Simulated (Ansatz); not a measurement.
`CB(O)OCF` and `OB([SiH3])OCF` differ in one atom or group.

Ansatz, PBE0-D4/def2-TZVP geometries, multiplicity 1. Each molecule was computed in one conformer, which needn't be the lowest.

| property | `CB(O)OCF` |
| --- | --- |
| HOMO–LUMO gap (B3LYP/def2-TZVPP) / eV | 9.38 |
| HOMO energy (PBE/def2-TZVPP) / eV | -7.40 |
| size of the dipole moment (B3LYP/def2-TZVPP) / D | 1.66 |
| size of the dipole moment (PBE/def2-TZVPP) / D | 1.54 |
| LUMO energy (PBE0/def2-TZVPP) / eV | 0.91 |
| LUMO energy (ωB97M-V/def2-TZVPP) / eV | 2.22 |

**Question.** What does the change do to each property? (Estimate.)

**Answer.** Computed: 
| property | `OB([SiH3])OCF` | shift |
| --- | --- | --- |
| HOMO–LUMO gap (B3LYP/def2-TZVPP) / eV | 7.60 | -1.78 |
| HOMO energy (PBE/def2-TZVPP) / eV | -7.15 | 0.25 |
| size of the dipole moment (B3LYP/def2-TZVPP) / D | 2.52 | 0.86 |
| size of the dipole moment (PBE/def2-TZVPP) / D | 2.49 | 0.95 |
| LUMO energy (PBE0/def2-TZVPP) / eV | -0.43 | -1.34 |
| LUMO energy (ωB97M-V/def2-TZVPP) / eV | 1.49 | -0.73 |

With PBE0 the HOMO rises by 0.58 eV and the LUMO falls by 1.34 eV, so the gap narrows by about 1.92 eV. PBE moves the HOMO by 0.25 eV and ωB97M-V by 0.81 eV. Dipoles are sizes alone; their direction can turn.

B3LYP here is the variant with VWN-RPA as its local correlation; programs differ in this.
